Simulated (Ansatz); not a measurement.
Input and output for CH4F3GeN, SMILES `C[NH][Ge]([F])([F])[F]`.

```yaml
crystal:
  periodic: [false, false, false]
  atoms:
    - {symbol: C, position_ang: [0.073890, -1.216107, 0.802778]}
    - {symbol: N, position_ang: [0.574804, -0.360342, -0.262538]}
    - {symbol: Ge, position_ang: [-0.248321, 1.149463, -0.715101]}
    - {symbol: F, position_ang: [-1.883503, 0.840942, -1.097334]}
    - {symbol: F, position_ang: [0.521654, 1.849808, -2.067262]}
    - {symbol: F, position_ang: [-0.323166, 2.390903, 0.464871]}
    - {symbol: H, position_ang: [-1.015588, -1.256409, 0.757586]}
    - {symbol: H, position_ang: [0.440371, -2.233979, 0.654271]}
    - {symbol: H, position_ang: [0.362805, -0.883050, 1.805034]}
    - {symbol: H, position_ang: [1.580055, -0.332330, -0.339305]}
basis:
  gaussian: {orbitals: def2-mTZVP}
hamiltonian: {xc: {name: revPBE}}
```

```sh
$ ansatz run in.yaml --threads 4 --pin off --events-out ev --progress --plain --max-ram 11315MiB
```

Output, abridged:

```
Functional definition: revPBE
1270 factors; their error is unknown
mean field evaluation 1: about -67245.5224 eV, gradient 9.4e1 eV
mean field evaluation 2: about -67203.4595 eV, gradient 1.7e2 eV
mean field evaluation 4: about -67260.0766 eV, gradient 1.6e1 eV
mean field evaluation 8: about -67260.5061 eV, gradient 2.5e-1 eV
mean field evaluation 16: about -67260.4602 eV, gradient 1.1e-3 eV
mean field -67260.46021725 eV, -2471.7763222067 hartree, gradient 4.9e-5 eV, S^2 0.000000; 0 other end points of the search recorded, 0 dependent functions left out
reference -67260.46026161 eV, -2471.7763238367 hartree; 38, 38 occupied and 105, 105 virtual orbitals, 1270 factors
Total energy: -67260.46026161 eV, -2471.7763238367 hartree
```

Hardware: 4 threads of an Arm Neoverse V2 on a shared host. Wall time 1.4 s, peak host memory 0.19 GiB.
